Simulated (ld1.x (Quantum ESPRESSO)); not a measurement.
# Pseudopotential generation for calcium: TM semilocal, PBE, scalar-relativistic.

| Property | Result |
| --- | --- |
| Element | calcium (Ca) |
| Generator | ld1.x (Quantum ESPRESSO) 7.5 |
| Type | norm-conserving Troullier–Martins (semilocal form) |
| Functional | PBE |
| Relativity | scalar-relativistic |
| Frozen core | [Ne] |
| Valence charge | 10 |
| Reference configuration | 3s2 3p6 3d0 4s1.75 4p0.25 |
| Partial waves | 3p (bound): rc 1.50 bohr; 3d (bound, empty): rc 1.75 bohr; 3s (bound): rc 1.25 bohr |
| Local potential | the s channel |
| Core correction | Bessel-smoothed model core, default radius (core density twice the valence density) |

Occupied shells without a wave of their own: 4p, 4s. They enter only through the test configuration that unscreens the potential, and ld1.x also counts them in the model core charge.

* Cutoffs needed: 80 Ry and 110 Ry (the cutoffs (Ry, on a coarse ladder) from which the occupation-weighted sum of valence levels, in a spherical-Bessel basis at the reference potential, stays within 10 and 1 mRy of its value at 400 Ry)
* Ghost test: no extra level below or beside the all-electron valence levels (p, d, s tested); the semilocal form is local in each channel, so this says nothing of the separable form that plane-wave codes build from it (spherical-Bessel basis up to 400 Ry, 20 bohr box)
* Largest excitation error: -819 meV (all-electron minus pseudo) for 3s2 3p6 3d0 4s0 4p0, out of 7 test configurations

ld1.x takes every shell without a wave as core, so the model core holds the 4p, 4s electrons as well and exchange and correlation see them twice. This cancels in the reference configuration, but the file is broken for other ones, and its errors say nothing about a proper core correction.
